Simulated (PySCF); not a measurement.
## diethyl sulfone (SMILES CCS(=O)(=O)CC)

Molfile (atoms numbered from 1):
```
C4H10O2S
     RDKit          3D

 17 16  0  0  0  0  0  0  0  0999 V2000
    2.8349    0.3603    0.6926 C   0  0  0  0  0  0  0  0  0  0  0  0
    1.5325   -0.3535    0.3873 C   0  0  0  0  0  0  0  0  0  0  0  0
    0.1611    0.7018    0.8755 S   0  0  0  0  0  6  0  0  0  0  0  0
    0.2060    0.8469    2.3319 O   0  0  0  0  0  0  0  0  0  0  0  0
    0.1843    1.8885    0.0182 O   0  0  0  0  0  0  0  0  0  0  0  0
   -1.3119   -0.2429    0.4618 C   0  0  0  0  0  0  0  0  0  0  0  0
   -2.5364    0.5726    0.8285 C   0  0  0  0  0  0  0  0  0  0  0  0
    2.9066    0.5824    1.7666 H   0  0  0  0  0  0  0  0  0  0  0  0
    2.8905    1.3077    0.1384 H   0  0  0  0  0  0  0  0  0  0  0  0
    3.6898   -0.2675    0.4045 H   0  0  0  0  0  0  0  0  0  0  0  0
    1.4231   -1.2913    0.9524 H   0  0  0  0  0  0  0  0  0  0  0  0
    1.4055   -0.5560   -0.6867 H   0  0  0  0  0  0  0  0  0  0  0  0
   -1.2557   -0.4552   -0.6163 H   0  0  0  0  0  0  0  0  0  0  0  0
   -1.2488   -1.1860    1.0250 H   0  0  0  0  0  0  0  0  0  0  0  0
   -2.5374    0.7988    1.9040 H   0  0  0  0  0  0  0  0  0  0  0  0
   -2.5425    1.5220    0.2748 H   0  0  0  0  0  0  0  0  0  0  0  0
   -3.4519    0.0157    0.5841 H   0  0  0  0  0  0  0  0  0  0  0  0
  1  2  1  0
  2  3  1  0
  3  4  2  0
  3  5  2  0
  3  6  1  0
  6  7  1  0
  1  8  1  0
  1  9  1  0
  1 10  1  0
  2 11  1  0
  2 12  1  0
  6 13  1  0
  6 14  1  0
  7 15  1  0
  7 16  1  0
  7 17  1  0
M  END
```

The calculation used quadratic response CAM-B3LYP/aug-cc-pVDZ first hyperpolarisability, Taylor convention, gas phase (PySCF). Geometry: PBE0-D3(BJ)/def2-SVP.

Question: Give the tensor of the second harmonic β(−2ω;ω,ω) at 1907 nm in the axes of these coordinates.

Answer: In au, Taylor convention; rows are the first index (the induced dipole):
```tsv
	xx	yy	zz	xy	xz	yz
x	+5.3	-0.4	+0.7	+34.5	+15.4	-0.7
y	+34.4	+55.8	+19.1	-0.4	-0.7	+6.7
z	+15.4	+6.7	+26.9	-0.7	+0.7	+19.1
```
Norm of βᵢ = ⅓ Σⱼ (βᵢⱼⱼ + βⱼᵢⱼ + βⱼⱼᵢ): 120.0 au, hyper-Rayleigh value 44.6 au.
